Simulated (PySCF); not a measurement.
# Simulated absorption spectrum

Species: C8H7FO2.
SMILES: `O=C(O)Cc1ccccc1F`

Computed with PySCF, TDDFT PBE0/def2-SVPD, vertical, gas phase, core orbitals frozen in the response. The structure is a single PBE0-D3(BJ)/def2-SVP conformer in the gas phase; no vibrational or solvent corrections. Torsions of this conformer, `[O:1]=[C:2]([OH:3])[CH2:4][c:5]1[cH:6][cH:7][cH:8][cH:9][c:10]1[F:11]`: O1–C2–C4–C5 6°, C2–C4–C5–C6 -110°, H–O3–C2–O1 0°.

Broadening: Gaussians 0.5 eV wide at half height, area fixed by f = 4.319×10⁻⁹ ∫ε dν̃. The width is an assumption, not a result. The curve ends short of the highest state used, and states not computed would add to its high-energy end.

λ (nm), ε (L mol⁻¹ cm⁻¹) and a bar:
```
    191.8       6024 ##############################
    194.5       3412 #################
    197.2       2089 ##########
    199.8       1469 #######
    202.5       1125 ######
    205.1        890 ####
    207.8        678 ###
    210.5        500 ##
    213.1        386 ##
    215.8        345 ##
    218.4        383 ##
    221.1        486 ##
    223.7        618 ###
    226.4        749 ####
    229.1        837 ####
    231.7        858 ####
    234.4        812 ####
    237.0        713 ####
    239.7        580 ###
    242.4        440 ##
    245.0        317 ##
    247.7        212 #
    250.3        137 #
    253.0         82 
    255.6         48 
    258.3         26 
    261.0         14 
    263.6          7 
    266.3          3 
    268.9          2
```

Q: Where are the band maxima, and which computed states make them?

A: 231 nm (5.36 eV), ε about 860, made up of S1 (100%) (ε in L mol⁻¹ cm⁻¹; maxima over ε = 5, shares over 10%). At its high-energy end, 6.46 eV, the curve is still rising (ε about 5900, from S5, S6 and S8). The states used: S1 5.36 eV (f 0.016); S2 5.93 eV (f 0.0006); S3 6.08 eV (f 0.0071); S4 6.23 eV (f 0.011); S5 6.62 eV (f 0.039); S6 6.75 eV (f 0.100); S7 6.82 eV (f 0.0040); S8 6.97 eV (f 0.358); S9 7.05 eV (f 0.199); S10 7.06 eV (f 0.342).

Q: What would ε be at 5.36 eV, the highest of these maxima, with half the width (0.25 eV)?

A: About 1710 L mol⁻¹ cm⁻¹ against 859, a factor of about 1.99; a lone state at its own centre would give exactly 2.

Q: On this curve, what absorbance would a 10⁻⁴ mol/L sample give at 222 nm over a 1 cm path?

A: 222 nm is 5.585 eV, where ε is about 530 L mol⁻¹ cm⁻¹, so A = ε c l ≈ 0.053 (Beer–Lambert, with the gas-phase spectrum and the assumed width).

Q: Coming from long wavelengths, where does ε first pass 100 L mol⁻¹ cm⁻¹?

A: At about 252 nm (4.92 eV), 0.44 eV below S1.
